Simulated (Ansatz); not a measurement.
Steps of a relaxation of `C[NH][Hf]([Cl])([Cl])[Cl]` with RKS PBE0-D4/def2-TZVP.

```sh
$ ansatz run in.yaml --threads 4 --pin off --events-out ev --progress --plain --max-ram 11315MiB
```

```yaml
crystal:
  periodic: [false, false, false]
  atoms:
    - {symbol: C, position_ang: [0.238380, -1.099450, 0.904960]}
    - {symbol: N, position_ang: [0.935970, -0.237550, -0.049710]}
    - {symbol: Hf, position_ang: [-0.261810, 1.156880, -0.735610]}
    - {symbol: Cl, position_ang: [-2.059100, 0.014270, -1.482130]}
    - {symbol: Cl, position_ang: [0.465900, 2.444060, -2.456190]}
    - {symbol: Cl, position_ang: [-1.077250, 2.475680, 0.920400]}
    - {symbol: H, position_ang: [-0.286500, -1.926290, 0.401970]}
    - {symbol: H, position_ang: [-0.495310, -0.496270, 1.461190]}
    - {symbol: H, position_ang: [0.944090, -1.528570, 1.626530]}
    - {symbol: H, position_ang: [1.595620, -0.802770, -0.591400]}
basis:
  gaussian: {orbitals: def2-TZVP}
hamiltonian: {xc: pbe0, dispersion: d4}
relax: {f_tol: 0.005, max_steps: 150}
```

Positions (Å) and forces (eV/Å) along the path, 13 of 15 steps:

```xyz
10
step=1 energy=-41461.1015 eV
C     0.238   -1.099    0.905    0.159   -0.079    0.050
N     0.936   -0.238   -0.050    0.780   -1.439   -0.278
Hf   -0.262    1.157   -0.736    0.222    0.313    0.010
Cl   -2.059    0.014   -1.482   -1.276   -0.878   -0.585
Cl    0.466    2.444   -2.456    0.678    0.697   -1.066
Cl   -1.077    2.476    0.920   -0.401    0.852    1.237
H    -0.286   -1.926    0.402   -0.001    0.158    0.174
H    -0.495   -0.496    1.461    0.049   -0.269    0.048
H     0.944   -1.529    1.627   -0.160    0.128    0.096
H     1.596   -0.803   -0.591   -0.051    0.519    0.313
10
step=2 energy=-41461.3864 eV
C     0.252   -1.151    0.916    0.096    0.057   -0.018
N     0.843   -0.274   -0.111    0.121   -0.422   -0.352
Hf   -0.344    1.214   -0.773    0.014   -0.100   -0.045
Cl   -2.218    0.018   -1.575    0.264    0.269    0.141
Cl    0.606    2.471   -2.550   -0.137   -0.369    0.475
Cl   -1.031    2.577    1.054    0.192   -0.345   -0.376
H    -0.198   -2.066    0.488    0.185    0.303    0.073
H    -0.549   -0.610    1.444    0.128   -0.131   -0.053
H     0.994   -1.443    1.679   -0.209    0.149   -0.229
H     1.643   -0.736   -0.573   -0.653    0.590    0.385
10
step=3 energy=-41461.4767 eV
C     0.255   -1.151    0.905    0.048    0.006   -0.052
N     0.781   -0.274   -0.147    0.341   -0.432   -0.096
Hf   -0.402    1.196   -0.797    0.217   -0.080    0.012
Cl   -2.326    0.107   -1.573   -0.023    0.041    0.002
Cl    0.689    2.368   -2.513   -0.053   -0.090    0.136
Cl   -0.962    2.515    1.070    0.024   -0.044   -0.084
H    -0.097   -2.119    0.506    0.134    0.269    0.093
H    -0.604   -0.669    1.397    0.143   -0.118   -0.067
H     1.006   -1.339    1.689   -0.183    0.078   -0.183
H     1.662   -0.633   -0.538   -0.648    0.370    0.240
10
step=4 energy=-41461.4888 eV
C     0.271   -1.159    0.907   -0.093   -0.018    0.105
N     0.723   -0.324   -0.182   -1.096    0.671    0.257
Hf   -0.416    1.186   -0.808    0.034   -0.123    0.055
Cl   -2.399    0.211   -1.600    0.012    0.028    0.002
Cl    0.741    2.344   -2.473    0.020   -0.006   -0.006
Cl   -0.924    2.496    1.074    0.019   -0.010   -0.030
H     0.061   -2.173    0.571   -0.068   -0.214   -0.008
H    -0.649   -0.760    1.342   -0.087   -0.001    0.013
H     1.002   -1.196    1.712    0.126   -0.020    0.167
H     1.588   -0.626   -0.542    1.134   -0.305   -0.556
10
step=5 energy=-41461.5148 eV
C     0.276   -1.178    0.917    0.149   -0.117    0.038
N     0.693   -0.315   -0.171   -0.066    0.112   -0.095
Hf   -0.439    1.189   -0.806   -0.014    0.045   -0.013
Cl   -2.441    0.266   -1.612    0.007   -0.002    0.012
Cl    0.778    2.294   -2.466    0.012    0.009   -0.018
Cl   -0.907    2.530    1.062    0.000   -0.007   -0.007
H     0.131   -2.212    0.585   -0.005    0.018    0.015
H    -0.677   -0.836    1.334    0.002    0.010   -0.026
H     1.002   -1.170    1.737   -0.036   -0.009   -0.007
H     1.584   -0.567   -0.581   -0.050   -0.059    0.101
10
step=6 energy=-41461.5171 eV
C     0.283   -1.189    0.925    0.040    0.007   -0.015
N     0.671   -0.309   -0.166   -0.066    0.003    0.018
Hf   -0.443    1.199   -0.815   -0.068    0.047    0.020
Cl   -2.449    0.284   -1.626    0.033    0.016    0.020
Cl    0.796    2.285   -2.471    0.009    0.007   -0.012
Cl   -0.912    2.539    1.057    0.002   -0.016   -0.040
H     0.149   -2.222    0.587    0.014    0.014    0.005
H    -0.671   -0.862    1.350    0.016   -0.012   -0.015
H     1.016   -1.173    1.738   -0.009   -0.007   -0.024
H     1.560   -0.553   -0.581    0.029   -0.058    0.041
10
step=7 energy=-41461.5185 eV
C     0.287   -1.200    0.926   -0.014    0.040   -0.031
N     0.654   -0.310   -0.163    0.011   -0.032    0.057
Hf   -0.446    1.210   -0.815   -0.041    0.014   -0.015
Cl   -2.455    0.303   -1.620    0.016    0.012    0.006
Cl    0.809    2.279   -2.473   -0.003   -0.001    0.000
Cl   -0.923    2.567    1.039    0.010   -0.011   -0.012
H     0.172   -2.234    0.586    0.005    0.000   -0.004
H    -0.671   -0.892    1.356    0.007   -0.015    0.001
H     1.024   -1.174    1.735    0.004   -0.002    0.001
H     1.549   -0.549   -0.571    0.005   -0.005   -0.003
10
step=10 energy=-41461.5192 eV
C     0.284   -1.212    0.920    0.002   -0.031    0.023
N     0.652   -0.299   -0.146    0.007    0.020   -0.028
Hf   -0.448    1.215   -0.815    0.014   -0.005    0.007
Cl   -2.472    0.313   -1.584   -0.004   -0.002   -0.003
Cl    0.803    2.257   -2.492   -0.002   -0.002   -0.003
Cl   -0.894    2.606    1.019   -0.001    0.001    0.004
H     0.216   -2.246    0.564    0.000    0.018    0.006
H    -0.697   -0.946    1.325    0.009    0.001   -0.009
H     0.996   -1.173    1.751   -0.011   -0.001   -0.010
H     1.560   -0.515   -0.540   -0.014    0.001    0.011
10
step=11 energy=-41461.5192 eV
C     0.281   -1.214    0.917   -0.001   -0.027    0.024
N     0.654   -0.297   -0.144    0.026    0.015   -0.025
Hf   -0.445    1.217   -0.813   -0.013   -0.008   -0.002
Cl   -2.471    0.311   -1.575    0.002    0.002    0.002
Cl    0.796    2.254   -2.501    0.004    0.001    0.001
Cl   -0.886    2.610    1.020    0.001    0.003    0.001
H     0.222   -2.247    0.559    0.000    0.015    0.004
H    -0.704   -0.953    1.314    0.009    0.000   -0.007
H     0.986   -1.173    1.754   -0.010    0.000   -0.010
H     1.566   -0.508   -0.532   -0.018    0.000    0.010
10
step=12 energy=-41461.5193 eV
C     0.281   -1.214    0.916   -0.002   -0.012    0.014
N     0.656   -0.297   -0.145    0.021    0.004   -0.012
Hf   -0.446    1.216   -0.813   -0.010    0.002    0.000
Cl   -2.473    0.309   -1.570    0.003    0.002    0.001
Cl    0.796    2.253   -2.501    0.001    0.000    0.000
Cl   -0.883    2.612    1.020    0.000   -0.001   -0.002
H     0.224   -2.247    0.558    0.000    0.007    0.001
H    -0.707   -0.954    1.308    0.004   -0.002   -0.003
H     0.982   -1.171    1.756   -0.005    0.001   -0.007
H     1.569   -0.506   -0.529   -0.012   -0.001    0.007
10
step=13 energy=-41461.5193 eV
C     0.280   -1.215    0.915   -0.001    0.001    0.004
N     0.658   -0.296   -0.144    0.008   -0.001   -0.002
Hf   -0.445    1.215   -0.813   -0.005    0.004    0.000
Cl   -2.474    0.308   -1.564    0.002    0.000    0.000
Cl    0.795    2.251   -2.503   -0.001    0.000    0.000
Cl   -0.880    2.615    1.019    0.001   -0.001   -0.001
H     0.227   -2.247    0.555    0.000   -0.002   -0.001
H    -0.710   -0.957    1.302    0.000   -0.001    0.000
H     0.977   -1.171    1.757    0.000    0.001   -0.002
H     1.572   -0.504   -0.526   -0.004   -0.002    0.003
10
step=14 energy=-41461.5193 eV
C     0.279   -1.215    0.914    0.000    0.006   -0.002
N     0.659   -0.295   -0.143    0.000   -0.001    0.001
Hf   -0.446    1.216   -0.812    0.003    0.001    0.000
Cl   -2.474    0.306   -1.561   -0.001    0.001    0.001
Cl    0.792    2.250   -2.504   -0.001   -0.001    0.001
Cl   -0.876    2.617    1.019   -0.002   -0.001   -0.001
H     0.229   -2.247    0.554    0.000   -0.004   -0.001
H    -0.712   -0.960    1.299   -0.001   -0.001    0.001
H     0.974   -1.171    1.759    0.001    0.000    0.001
H     1.574   -0.502   -0.523    0.001   -0.001    0.001
10
step=15 energy=-41461.5193 eV
C     0.279   -1.215    0.914    0.000    0.004   -0.002
N     0.659   -0.295   -0.143   -0.001   -0.001    0.001
Hf   -0.445    1.216   -0.812    0.000    0.001    0.000
Cl   -2.474    0.307   -1.560    0.000    0.000    0.000
Cl    0.792    2.250   -2.505    0.000    0.000    0.000
Cl   -0.877    2.617    1.018    0.000    0.000    0.000
H     0.229   -2.247    0.553    0.000   -0.003   -0.001
H    -0.712   -0.960    1.298   -0.001    0.000    0.000
H     0.974   -1.171    1.759    0.001    0.000    0.001
H     1.575   -0.502   -0.523    0.001   -0.001    0.000
```

Run time 120 s (4 threads of an Intel Xeon Platinum 8259CL on a shared host); peak host memory 0.9 GiB.
